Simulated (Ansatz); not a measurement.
Ansatz (a quantum-chemistry and plane-wave program) input file for C5H5FO, SMILES C1(=O)CCC=C1F, PBE-D3(BJ)/def2-SVP. 

Ansatz 0.2 input:
```yaml
crystal:
  periodic: [false, false, false]
  atoms:
    - {symbol: O, position_ang: [1.75647545, -1.05168900, -0.00000000]}
    - {symbol: C, position_ang: [0.84951536, -0.26007781, -0.00000000]}
    - {symbol: C, position_ang: [0.93975341, 1.25797123, -0.00000000]}
    - {symbol: C, position_ang: [-0.50778435, 1.76928373, -0.00000000]}
    - {symbol: C, position_ang: [-1.35349828, 0.53097973, 0.00000000]}
    - {symbol: C, position_ang: [-0.59931380, -0.57551146, 0.00000000]}
    - {symbol: F, position_ang: [-1.01610914, -1.82391752, 0.00000000]}
    - {symbol: H, position_ang: [1.51446390, 1.58095286, 0.88143032]}
    - {symbol: H, position_ang: [1.51446390, 1.58095285, -0.88143031]}
    - {symbol: H, position_ang: [-0.73126764, 2.39532467, 0.88017024]}
    - {symbol: H, position_ang: [-0.73126764, 2.39532467, -0.88017024]}
    - {symbol: H, position_ang: [-2.44524794, 0.54034213, 0.00000000]}
basis:
  gaussian:
    orbitals: def2-SVP
hamiltonian:
  xc: pbe
  dispersion: d3bj
relax: {f_tol: 0.002, max_steps: 200}
```

Program output:

```
WARN ansatz: RAYON_NUM_THREADS=1 ignored (pool sized by the plan → 1); use --threads N
Functional definition: PBE
integrals: 0.07 GiB planned
1371 factors; their error is unknown
mean field: 0.39 GiB planned
mean field evaluation 1: about -10000.9443 eV, gradient 6.5e1 eV
mean field evaluation 2: about -9987.0418 eV, gradient 1.0e2 eV
mean field evaluation 4: about -10010.7726 eV, gradient 8.1e0 eV
mean field evaluation 8: about -10010.9185 eV, gradient 8.8e-2 eV
mean field evaluation 16: about -10010.8320 eV, gradient 4.1e-4 eV
mean field -10010.83204269 eV, -367.8912919833 hartree, gradient 2.9e-5 eV, S^2 0.000000; 0 other end points of the search recorded, 0 dependent functions left out
the calculation of the forces begins
reference -10010.83207100 eV, -367.8912930236 hartree; 26, 26 occupied and 97, 97 virtual orbitals, 1371 factors
relax step   1: F+E_penalty+E_count = -10011.10852508 eV  Δ(F+E_penalty+E_count) = +0.000e0 eV  max|allowed force component| = 9.927e-1 eV/Å  Δτ_max = 0.0000 Å  (32 SCF iters, accepted)
these checks for a lower state are left out or cut short: starts, cluster_reference, orbital_swaps, neighbouring_geometries, increment
integrals: 0.07 GiB planned
1371 factors; their error is unknown
mean field: 0.39 GiB planned
mean field -10010.86289637 eV, -367.8924258351 hartree, gradient 2.1e-5 eV, S^2 0.000000; 0 other end points of the search recorded, 0 dependent functions left out
the calculation of the forces begins
reference -10010.86292481 eV, -367.8924268803 hartree; 26, 26 occupied and 97, 97 virtual orbitals, 1371 factors
relax step   2: F+E_penalty+E_count = -10011.13825973 eV  Δ(F+E_penalty+E_count) = -2.973e-2 eV  max|allowed force component| = 2.284e-1 eV/Å  Δτ_max = 0.0210 Å  (36 SCF iters, accepted)
these checks for a lower state are left out or cut short: starts, cluster_reference, orbital_swaps, neighbouring_geometries, increment
integrals: 0.07 GiB planned
1371 factors; their error is unknown
mean field: 0.39 GiB planned
mean field evaluation 32: about -10010.8656 eV, gradient 2.7e-4 eV
mean field -10010.86559463 eV, -367.8925249941 hartree, gradient 2.1e-5 eV, S^2 0.000000; 0 other end points of the search recorded, 0 dependent functions left out
the calculation of the forces begins
reference -10010.86562312 eV, -367.8925260411 hartree; 26, 26 occupied and 97, 97 virtual orbitals, 1371 factors
relax step   3: F+E_penalty+E_count = -10011.14053543 eV  Δ(F+E_penalty+E_count) = -2.276e-3 eV  max|allowed force component| = 4.444e-2 eV/Å  Δτ_max = 0.0073 Å  (36 SCF iters, accepted)
these checks for a lower state are left out or cut short: starts, cluster_reference, orbital_swaps, neighbouring_geometries, increment
integrals: 0.07 GiB planned
1371 factors; their error is unknown
mean field: 0.39 GiB planned
mean field -10010.86565613 eV, -367.8925272543 hartree, gradient 2.2e-5 eV, S^2 0.000000; 0 other end points of the search recorded, 0 dependent functions left out
the calculation of the forces begins
reference -10010.86568462 eV, -367.8925283013 hartree; 26, 26 occupied and 97, 97 virtual orbitals, 1371 factors
relax step   4: F+E_penalty+E_count = -10011.14057809 eV  Δ(F+E_penalty+E_count) = -4.266e-5 eV  max|allowed force component| = 1.706e-2 eV/Å  Δτ_max = 0.0009 Å  (35 SCF iters, accepted)
these checks for a lower state are left out or cut short: starts, cluster_reference, orbital_swaps, neighbouring_geometries, increment
integrals: 0.07 GiB planned
1371 factors; their error is unknown
mean field: 0.39 GiB planned
mean field -10010.86566723 eV, -367.8925276622 hartree, gradient 2.2e-5 eV, S^2 0.000000; 0 other end points of the search recorded, 0 dependent functions left out
the calculation of the forces begins
reference -10010.86569572 eV, -367.8925287092 hartree; 26, 26 occupied and 97, 97 virtual orbitals, 1371 factors
relax step   5: F+E_penalty+E_count = -10011.14058718 eV  Δ(F+E_penalty+E_count) = -9.086e-6 eV  max|allowed force component| = 4.021e-3 eV/Å  Δτ_max = 0.0008 Å  (35 SCF iters, accepted)
these checks for a lower state are left out or cut short: starts, cluster_reference, orbital_swaps, neighbouring_geometries, increment
integrals: 0.07 GiB planned
1371 factors; their error is unknown
mean field: 0.39 GiB planned
mean field -10010.86566513 eV, -367.8925275852 hartree, gradient 2.2e-5 eV, S^2 0.000000; 0 other end points of the search recorded, 0 dependent functions left out
the calculation of the forces begins
reference -10010.86569362 eV, -367.8925286322 hartree; 26, 26 occupied and 97, 97 virtual orbitals, 1371 factors
relax step   6: F+E_penalty+E_count = -10011.14058814 eV  Δ(F+E_penalty+E_count) = -9.562e-7 eV  max|allowed force component| = 3.214e-3 eV/Å  Δτ_max = 0.0004 Å  (35 SCF iters, accepted)
these checks for a lower state are left out or cut short: starts, cluster_reference, orbital_swaps, neighbouring_geometries, increment
integrals: 0.07 GiB planned
1371 factors; their error is unknown
mean field: 0.39 GiB planned
mean field evaluation 64: about -10010.8657 eV, gradient 2.7e-4 eV
mean field -10010.86566615 eV, -367.8925276226 hartree, gradient 2.2e-5 eV, S^2 0.000000; 0 other end points of the search recorded, 0 dependent functions left out
the calculation of the forces begins
reference -10010.86569464 eV, -367.8925286696 hartree; 26, 26 occupied and 97, 97 virtual orbitals, 1371 factors
relax step   7: F+E_penalty+E_count = -10011.14058827 eV  Δ(F+E_penalty+E_count) = -1.337e-7 eV  max|allowed force component| = 3.077e-4 eV/Å  Δτ_max = 0.0001 Å  (36 SCF iters, accepted)
integrals: 0.07 GiB planned
1371 factors; their error is unknown
mean field: 0.39 GiB planned
mean field -10010.86566615 eV, -367.8925276226 hartree, gradient 2.2e-5 eV, S^2 0.000000; 1 other end points of the search recorded, 0 dependent functions left out
the calculation of the forces begins
reference -10010.86569464 eV, -367.8925286696 hartree; 26, 26 occupied and 97, 97 virtual orbitals, 1371 factors
Total energy: -10011.14061676 eV, -367.9026318711 hartree
Atom 0 at     1.775433    -1.070244     0.000000 Å, force    -0.000175     0.000041     0.000000 eV/Å
Atom 1 at     0.857006    -0.269915    -0.000000 Å, force    -0.000046    -0.000018    -0.000000 eV/Å
Atom 2 at     0.945146     1.261590     0.000000 Å, force     0.000079     0.000019     0.000000 eV/Å
Atom 3 at    -0.511527     1.775160    -0.000000 Å, force    -0.000115     0.000192     0.000000 eV/Å
Atom 4 at    -1.363215     0.532727    -0.000000 Å, force     0.000308     0.000006     0.000000 eV/Å
Atom 5 at    -0.600110    -0.584503    -0.000000 Å, force     0.000145    -0.000115    -0.000000 eV/Å
Atom 6 at    -1.024275    -1.844716    -0.000000 Å, force    -0.000040     0.000001    -0.000000 eV/Å
Atom 7 at     1.524565     1.589460     0.886959 Å, force     0.000041    -0.000017    -0.000056 eV/Å
Atom 8 at     1.524565     1.589460    -0.886959 Å, force     0.000041    -0.000017     0.000056 eV/Å
Atom 9 at    -0.737309     2.408682     0.885426 Å, force    -0.000043    -0.000035     0.000010 eV/Å
Atom 10 at    -0.737309     2.408682    -0.885426 Å, force    -0.000043    -0.000035    -0.000010 eV/Å
Atom 11 at    -2.462786     0.543552     0.000000 Å, force    -0.000150    -0.000021     0.000000 eV/Å
Dipole moment:    -0.394520     0.703231     0.000000 e Å
```

Self-consistency was reached.

Cost: roughly 25 core-seconds.
